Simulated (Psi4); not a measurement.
Computed with Psi4 with SAPT0/jun-cc-pVDZ, frozen core.

Psi4 input:

```
molecule {
0 1
O -0.00083757 0.38960063 0.00000000
H 0.76543819 -0.19315542 -0.00000000
H -0.76460062 -0.19644521 -0.00000000
--
0 1
S -0.48826764 0.75831106 -3.91359006
C -0.27442390 -0.63977586 -3.27281812
S -0.06058424 -2.03784004 -2.63205732
units angstrom
symmetry c1
no_reorient
no_com
}
set basis jun-cc-pvdz
set scf_type df
set freeze_core true
energy('sapt0')
```

Part of the output:

```
    SAPT Results
  --------------------------------------------------------------------------------------------------------
    Electrostatics                 -1.67648617 [mEh]      -1.05201096 [kcal/mol]      -4.40161384 [kJ/mol]
      Elst10,r                     -1.67648617 [mEh]      -1.05201096 [kcal/mol]      -4.40161384 [kJ/mol]

    Exchange                        3.32631951 [mEh]       2.08729700 [kcal/mol]       8.73325066 [kJ/mol]
      Exch10                        3.32631951 [mEh]       2.08729700 [kcal/mol]       8.73325066 [kJ/mol]
      Exch10(S^2)                   3.32075485 [mEh]       2.08380513 [kcal/mol]       8.71864066 [kJ/mol]

    Induction                      -0.49879181 [mEh]      -0.31299659 [kcal/mol]      -1.30957772 [kJ/mol]
      Ind20,r                      -1.50271868 [mEh]      -0.94297021 [kcal/mol]      -3.94538736 [kJ/mol]
      Exch-Ind20,r                  1.07468048 [mEh]       0.67437218 [kcal/mol]       2.82157322 [kJ/mol]
      delta HF,r (2)               -0.07075361 [mEh]      -0.04439856 [kcal/mol]      -0.18576359 [kJ/mol]

    Dispersion                     -1.59288692 [mEh]      -0.99955164 [kcal/mol]      -4.18212404 [kJ/mol]
      Disp20                       -1.84441827 [mEh]      -1.15738994 [kcal/mol]      -4.84251951 [kJ/mol]
      Exch-Disp20                   0.25153135 [mEh]       0.15783830 [kcal/mol]       0.66039547 [kJ/mol]
      Disp20 (SS)                  -0.92220914 [mEh]      -0.57869497 [kcal/mol]      -2.42125976 [kJ/mol]
      Disp20 (OS)                  -0.92220914 [mEh]      -0.57869497 [kcal/mol]      -2.42125976 [kJ/mol]
      Exch-Disp20 (SS)              0.13955299 [mEh]       0.08757082 [kcal/mol]       0.36639633 [kJ/mol]
      Exch-Disp20 (OS)              0.11197836 [mEh]       0.07026748 [kcal/mol]       0.29399913 [kJ/mol]

  Total HF                          1.15104152 [mEh]       0.72228946 [kcal/mol]       3.02205910 [kJ/mol]
  Total SAPT0                      -0.44184540 [mEh]      -0.27726218 [kcal/mol]      -1.16006494 [kJ/mol]
```
